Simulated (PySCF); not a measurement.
Al₂BH₅N (calculated)

All values are calculated (PySCF 2.14.0). Calculation on a computer-drawn molecule: the log of a Hartree-Fock and frozen-core CCSD(T) single point meant for a local Hartree-Fock minimum, with one planted fault or none, to be diagnosed. Offsets are logged minus clean, where the clean run is the same molecule without the fault. The reference is restricted for singlets and unrestricted otherwise, and also for a bond in bohr or an excited solution. Adding or removing an electron swaps singlet and doublet. The excited solution moves the top pair (singlet) or top alpha electron (doublet) to the lowest empty orbital. Highest occupied and lowest empty are orbital energies over both spins, largest force is the largest gradient component, triples share is (T) over the correlation energy, the T1 limit is 0.02 restricted and 0.045 unrestricted, electrons count all cores, a negative frequency is imaginary (commonest isotopes), and the dipole is about the centre of nuclear charge.

### Al₂BH₅N

Logged structure:
```xyz
9
Al2BH5N
Al    -2.0157     0.6175    -1.4589
B     -0.1115    -0.5081    -1.5488
N      1.0109    -1.1956    -1.5761
Al     1.5005    -2.6619    -0.4511
H     -2.0938     1.7504    -2.5238
H     -2.9737     0.0991    -0.3463
H      1.6976    -0.9209    -2.2714
H      2.9102    -3.2200    -0.7839
H      0.3700    -2.9860     0.5678
```

| Item | Value |
| --- | --- |
| meant charge | 1 |
| meant multiplicity | 1 |
| meant basis | cc-pV(D+d)Z |
| logged electrons | 43 |
| logged basis functions | 99 |
| logged SCF converged | yes |
| logged spin squared | 0.7586 |
| logged highest occupied | -4.9542 eV |
| logged lowest empty | 0.60807 eV |
| logged largest force | 0.066579 hartree/bohr |
| logged T1 diagnostic | 0.022829 |
| logged D1 diagnostic | 0.11083 |
| logged triples share | 0.029353 |
| logged CC converged | yes |
| logged dipole magnitude | 6.6778 debye |
| logged SCF stable within its kind | yes |
| logged energy HF | -565.85193 hartree |
| logged energy CCSD(T) | -566.27914 hartree |
| possible faults | no fault, one electron removed, one electron added, multiplicity raised by two, geometry at a saddle point, SCF held on an excited solution, minimal basis STO-3G, one bond length entered in bohr, all coordinates scaled |
| planted fault | one electron added |
| HF energy offset from clean run | -102.4 kcal/mol |
| CCSD(T) energy offset from clean run | -113.9 kcal/mol |

Drawn bonds:
| atom | other atom | order |
| --- | --- | --- |
| 1 | 2 | 1 |
| 2 | 3 | 1 |
| 3 | 4 | 1 |
| 1 | 5 | 1 |
| 1 | 6 | 1 |
| 3 | 7 | 1 |
| 4 | 8 | 1 |
| 4 | 9 | 1 |
